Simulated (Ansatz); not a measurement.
Ideal-gas functions of `[Cl][GeH2][Br]` at 500 K and 1 bar, from an Ansatz frequency run at PBE0-D4/def2-TZVP.

Molar mass 189.98 g/mol, point group Cs (symmetry number 1), electronic degeneracy 1, moments of inertia 74.799, 358.506, 426.571 u Å². Harmonic wavenumbers (cm⁻¹, unscaled): 124, 314, 433, 501, 638, 766, 849, 2189, 2204.

Use S(trans) = R[1.5 ln M + 2.5 ln T − 1.1517]; rotational temperatures θ = 24.2544 K / I; S(rot) = R[ln(√π/σ · √(T³/θAθBθC)) + 1.5]; for each mode x = 1.438777 ν̃/T, S = R[x/(eˣ − 1) − ln(1 − e⁻ˣ)] and H = RT x/(eˣ − 1); 1 cm⁻¹ = 0.0119627 kJ/mol; R = 8.31446 J/(mol·K).

Question: By hand: the entropy, in J/(mol·K).

Answer: Translation 185.0. Rotation: θ = 0.3243, 0.0677, 0.0569 K, giving 122.5. Vibration, mode by mode: 16.93, 9.43, 7.00, 5.96, 4.34, 3.25, 2.69, 0.11, 0.11, in all 49.8. Electronic 0.0. Sum 357.3 J/(mol·K).

Question: By hand: H − E and G − E in kJ/mol, counted from the electronic energy.

Answer: Zero-point energy ½ × 8018 × 0.0119627 = 48.0; thermal vibration 13.6; translation, rotation and pV give 4 RT = 16.6. H − E = 78.2 kJ/mol, and G − E = 78.2 − 500 × 357.3/1000 = -100.5 kJ/mol.

Vibration gives 14 % of the entropy, 16.9 J/(mol·K) of it from the mode under 150 cm⁻¹: soft modes count most, and the harmonic formula is weakest for them.
